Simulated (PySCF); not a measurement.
**[Eu(NH3)2]3+ at several levels of theory**

Computed with PySCF 2.14.0 (density fitting, no spin-orbit coupling) at the geometry relaxed with TPSS:

```xyz
9
[Eu(NH3)2]3+ (singlet in the valence; each metal's 4f electrons, 6 of them, lie in its core potential, out of spins and levels)
Eu   -1.0283   -0.5214    0.0004
N     0.1737    0.0842    2.0135
H     1.0732    0.6045    1.8853
H    -0.3564    0.6958    2.6793
H     0.4559   -0.7219    2.6210
N     0.1738    0.0822   -2.0143
H     1.1325   -0.3262   -2.1199
H    -0.2986   -0.2041   -2.9049
H     0.3402    1.1059   -2.1603
```

```json
{"level": "TPSS", "basis": "Eu lcecp-1-SVP with ECP52, N def2-SVP, H def2-SVP", "state": "singlet", "HOMO (eV)": "-24.28", "gap (eV)": "5.48", "charge on Eu1 (e)": "2.08", "population of f-type functions on Eu1 (polarisation alone where 4f lies in the core)": "0.03", "dipole about the centre of mass (D)": "3.53", "largest force component (eV/Å)": "0.02"}
{"level": "HF", "basis": "the same", "state": "singlet", "HOMO (eV)": "-29.21", "gap (eV)": "14.51", "charge on Eu1 (e)": "2.35", "population of f-type functions on Eu1 (polarisation alone where 4f lies in the core)": "0.03", "dipole about the centre of mass (D)": "2.66", "largest force component (eV/Å)": "1.05"}
{"level": "PBE0", "basis": "the same", "state": "singlet", "HOMO (eV)": "-25.66", "gap (eV)": "7.63", "charge on Eu1 (e)": "2.13", "population of f-type functions on Eu1 (polarisation alone where 4f lies in the core)": "0.03", "dipole about the centre of mass (D)": "3.39", "largest force component (eV/Å)": "0.27"}
{"level": "CAM-B3LYP", "basis": "the same", "state": "singlet", "HOMO (eV)": "-27.03", "gap (eV)": "9.95", "charge on Eu1 (e)": "2.13", "population of f-type functions on Eu1 (polarisation alone where 4f lies in the core)": "0.03", "dipole about the centre of mass (D)": "3.25", "largest force component (eV/Å)": "0.23"}
{"level": "TPSS", "basis": "Eu lcecp-1-TZVP with ECP52, N def2-TZVP, H def2-TZVP", "state": "singlet", "HOMO (eV)": "-24.18", "gap (eV)": "5.48", "charge on Eu1 (e)": "2.26", "population of f-type functions on Eu1 (polarisation alone where 4f lies in the core)": "0.03", "dipole about the centre of mass (D)": "3.55", "largest force component (eV/Å)": "0.33"}
```

In the lcecp rows the 4f levels are missing from HOMO and gap, and the state counts the valence alone.

Charges are Mulliken's, which hang on the basis. The relaxation used the grid (50, 194), these runs (75, 302) or, all-electron (x2c bases, spin-free X2C Hamiltonian), (99, 590).

**Question.** What does TPSSh with Eu lcecp-1-SVP with ECP52, N def2-SVP, H def2-SVP give here?

**Answer.** state singlet, HOMO (eV) -24.85, gap (eV) 6.43, charge on Eu1 (e) 2.12, population of f-type functions on Eu1 (polarisation alone where 4f lies in the core) 0.03, dipole about the centre of mass (D) 3.42, largest force component (eV/Å) 0.14. Time: 7.6 s on 2 threads of Arm Neoverse V1, on a shared host, from an already converged density.

In the first row's basis the gap widens with exact exchange: 5.5 eV for TPSS (none); 6.4 to 7.6 eV for TPSSh, PBE0 (a fixed share); 10.0 to 14.5 eV for CAM-B3LYP, Hartree–Fock (rising or full at long range).

No frequency check is given that shows the relaxed geometry to be a minimum. An lcecp potential fixes the number of 4f electrons, so in runs with it no electron can move into or out of that shell.
